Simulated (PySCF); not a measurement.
hydrogen iodide (HI), singlet, at a GFN2-xTB geometry (all electrons, no relativity). Base run: M062X/3-21G (PySCF).

The PySCF input:
```python
from pyscf import gto, scf, dft

mol = gto.Mole()
mol.atom = '''
    I    -0.00000000   -0.00000000   -0.02909860
    H     0.00000000    0.00000000    1.54222583
'''
mol.basis = '3-21g'
mol.verbose = 4
mol.symmetry = True
mol.build()

mf = dft.RKS(mol)
mf.xc = 'm062x'
mf.kernel()
mf.analyze()
```

Variants of this job, named by their change:

```
change                   ΔE vs base (eV)  point group used  SCF cycles
-----------------------  ---------------  ----------------  ----------
base                                0.00              Coov           7
symmetry = off                      0.00                C1           7
symmetry_subgroup = C2v             0.00               C2v           7
```
